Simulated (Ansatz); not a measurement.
An input meant for InSi20H32, a doped nanocrystal cut from the lattice of silicon (In on an inner site) (charge 0, quartet; atoms displaced at random, 0.15 Å in each coordinate).

```yaml
crystal:
  periodic: [false, false, false]
  atoms:
    - {symbol: Si, position_ang: [-2.886232, -2.864581, 0.565548]}
    - {symbol: Si, position_ang: [-3.100081, -0.111422, -2.005667]}
    - {symbol: Si, position_ang: [-3.073048, 2.464809, 0.625659]}
    - {symbol: Si, position_ang: [0.044948, -3.617798, -2.118686]}
    - {symbol: In, position_ang: [-0.349233, -0.198601, 0.323103]}
    - {symbol: Si, position_ang: [2.405601, -3.350369, 0.457298]}
    - {symbol: Si, position_ang: [2.725398, -0.287666, -2.095418]}
    - {symbol: Si, position_ang: [-0.486818, 2.769587, -2.230649]}
    - {symbol: Si, position_ang: [-0.098786, 5.257942, 0.639623]}
    - {symbol: Si, position_ang: [2.330781, 1.931780, 0.906056]}
    - {symbol: Si, position_ang: [5.085764, -0.294683, 0.809655]}
    - {symbol: Si, position_ang: [-1.624195, -4.299024, -0.665009]}
    - {symbol: Si, position_ang: [-4.476260, -1.775085, -0.244475]}
    - {symbol: Si, position_ang: [-1.827064, -1.929256, 2.282721]}
    - {symbol: Si, position_ang: [-1.787819, 1.279407, -1.007808]}
    - {symbol: Si, position_ang: [-2.293550, 4.113453, 1.854899]}
    - {symbol: Si, position_ang: [1.136589, -1.873108, -1.275731]}
    - {symbol: Si, position_ang: [1.095848, 1.113636, 2.266235]}
    - {symbol: Si, position_ang: [3.775619, -2.208370, 2.142440]}
    - {symbol: Si, position_ang: [3.547798, 1.109907, -0.695319]}
    - {symbol: Si, position_ang: [0.958683, 3.793405, -0.571622]}
    - {symbol: H, position_ang: [-4.044799, -3.893483, 1.576795]}
    - {symbol: H, position_ang: [-4.523588, 0.681423, -2.797231]}
    - {symbol: H, position_ang: [-2.451942, -1.028340, -3.071242]}
    - {symbol: H, position_ang: [-4.000741, 1.426508, 1.074425]}
    - {symbol: H, position_ang: [-4.182865, 3.488564, -0.287698]}
    - {symbol: H, position_ang: [-0.974335, -2.825246, -3.268264]}
    - {symbol: H, position_ang: [0.881685, -4.434408, -2.980546]}
    - {symbol: H, position_ang: [1.474092, -4.160577, 1.216686]}
    - {symbol: H, position_ang: [3.070549, -4.075032, -0.679867]}
    - {symbol: H, position_ang: [2.005873, 0.306296, -3.346386]}
    - {symbol: H, position_ang: [3.478565, -1.219357, -2.900712]}
    - {symbol: H, position_ang: [-1.303597, 3.816560, -2.971219]}
    - {symbol: H, position_ang: [0.444893, 2.247085, -3.251627]}
    - {symbol: H, position_ang: [-0.618931, 6.001928, -0.125497]}
    - {symbol: H, position_ang: [0.470728, 6.262879, 1.595357]}
    - {symbol: H, position_ang: [3.142023, 3.142624, 1.429487]}
    - {symbol: H, position_ang: [6.275107, -0.958099, -0.296692]}
    - {symbol: H, position_ang: [5.901025, 0.366260, 1.389780]}
    - {symbol: H, position_ang: [-2.626116, -5.314990, -1.599205]}
    - {symbol: H, position_ang: [-0.655003, -5.393479, 0.034687]}
    - {symbol: H, position_ang: [-5.193387, -2.488316, -1.207294]}
    - {symbol: H, position_ang: [-5.388919, -0.882015, 0.414824]}
    - {symbol: H, position_ang: [-2.695397, -1.123075, 3.267794]}
    - {symbol: H, position_ang: [-0.459943, -2.449108, 2.893862]}
    - {symbol: H, position_ang: [-2.792588, 5.158407, 2.310531]}
    - {symbol: H, position_ang: [-1.556053, 3.071644, 3.131286]}
    - {symbol: H, position_ang: [1.968359, 0.155254, 2.973958]}
    - {symbol: H, position_ang: [0.245272, 1.900651, 3.154608]}
    - {symbol: H, position_ang: [3.026578, -1.389425, 2.837905]}
    - {symbol: H, position_ang: [5.255820, -3.122362, 2.454333]}
    - {symbol: H, position_ang: [4.876943, 1.680919, -1.505236]}
    - {symbol: H, position_ang: [2.024759, 4.372119, -1.458452]}
basis:
  gaussian: {orbitals: def2-mTZVP, fitting: {mean_field: def2-universal-jkfit}, final_grid: {core_spheres: 8, valence_spheres: 7, degree: 23}}
magnetization: {spin_polarized: true, initial_magnetization: 3}
hamiltonian: {xc: {name: wB97X-D}, dispersion: d3bj}
scf: {lower_state_search: off}
output: {forces: true}
```

```sh
$ ansatz run in.yaml --threads 2 --pin off --events-out ev --progress --plain --max-ram 32768MiB --backend cuda --devices 0, --max-vram 18GiB
```

(1) Predict how Ansatz answers.

Results:

(1) The program refused the input. The method's name isn't one that the program takes here.
```
Error: YAML parse error: error: line 60 column 19: hamiltonian.xc: no functional is named "wB97X-D"; the names, which are not case-sensitive, are SVWN5, SPW92, PBE, PBE0, PBEsol, revPBE, revPBE0, RPBE, rPW86-PBE, HSE06, wPBEh, LC-wPBE, HISS, HF, BLYP, B3LYP, B3LYP5, BHLYP, CAM-B3LYP, r2SCAN, r2SCANh, r2SCAN0, r2SCAN50, m-r2SCAN, B97, wB97, wB97X, wB97X-V, B97M-V, wB97M-V, B2PLYP, B2GP-PLYP, PBE0-DH, PBE-QIDH
58 |   gaussian: {orbitals: def2-mTZVP, fitting: {mean_field: def2-universal-jkfit}, fin…
59 | magnetization: {spin_polarized: true, initial_magnetization: 3}
60 | hamiltonian: {xc: {name: wB97X-D}, dispersion: d3bj}
61 | scf: {lower_state_search: off}
62 | output: {forces: true}
```
